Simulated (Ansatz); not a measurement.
Cl$_{3}$H$_{2}$InSe, SMILES `[Cl][In-]([Cl])([Cl])[SeH2+]`. Total charge 0; spin multiplicity 1. In: def2 effective core potential. The structure was optimised at the PBE0-D4/def2-TZVP level. It is one conformer, not always the lowest.

```xyz
7

Cl   -1.619    0.369   -2.489
In    0.156   -0.167   -1.101
Cl    0.561   -2.413   -0.648
Cl    1.968    1.289   -1.016
Se   -0.931    0.499    1.438
H    -0.445   -0.768    2.004
H     0.310    1.193    1.813
```

(1) What is the dipole moment at PBE/def2-TZVPP? (Estimate.)

(2) And with r2SCAN, B3LYP, ωB97M-V? (Estimate.)

(3) Give the Mulliken charges with PBE, r2SCAN, B3LYP in def2-TZVPP. (An estimate is asked.)

Answers

(1) Ansatz gave: 4.85 D, with components (-1.20, 0.91, 4.61) D in this frame, pointing from negative to positive charge.

(2) Ansatz gave: r2SCAN 4.97 D, B3LYP 4.89 D, ωB97M-V 4.87 D.

(3) Ansatz gave: 
```tsv
atom	PBE	r2SCAN	B3LYP
Cl1	-0.34	-0.37	-0.36
In2	0.80	0.88	0.87
Cl3	-0.35	-0.38	-0.37
Cl4	-0.35	-0.38	-0.37
Se5	0.01	0.01	0.01
H6	0.12	0.12	0.11
H7	0.12	0.12	0.11
```

B3LYP here is the variant with VWN-RPA as its local correlation; programs differ in this.
